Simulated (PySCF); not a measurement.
Molecule: 3-chloro-1-fluorobenzene, C6H4ClF.

Geometry:
| atom | x (Å) | y (Å) | z (Å) |
| --- | --- | --- | --- |
| F1 | -0.661 | 2.708 | -0.050 |
| C2 | -0.250 | 1.443 | -0.056 |
| C3 | -1.194 | 0.424 | -0.024 |
| C4 | -0.747 | -0.895 | -0.031 |
| C5 | 0.614 | -1.192 | -0.069 |
| C6 | 1.533 | -0.144 | -0.100 |
| Cl7 | 3.226 | -0.496 | -0.147 |
| C8 | 1.116 | 1.186 | -0.094 |
| H9 | -2.255 | 0.677 | 0.006 |
| H10 | -1.474 | -1.710 | -0.006 |
| H11 | 0.968 | -2.224 | -0.074 |
| H12 | 1.830 | 2.009 | -0.118 |

Geometry PBE0-D3(BJ)/def2-SVP throughout; GIAO in PySCF 2.14, gas phase, one conformer, non-relativistic; equivalent atoms averaged; basis pcSseg-1.

For orientation, KT3 gives these absolute shieldings σ: F1 268.9, C6 46.9, C4 59.4, C5 63.9, C8 71.3, C3 75.1, Cl7 685.3, H11 24.48, H9 24.66 ppm.

A run gave: F1 262.1, C6 27.5, C4 41.9, C5 47.4, C8 55.5, C3 59.1, Cl7 647.3, H11 24.46, H9 24.67 ppm (absolute shieldings σ).

Which functional was used in that run?
A. BHandHLYP
B. OPBE
C. BLYP
D. LC-wPBE

## Answers

C. Cl7 tells them apart best: BLYP gives 647.3, BHandHLYP gives 723.3, LC-wPBE gives 723.1, OPBE gives 680.0 ppm.
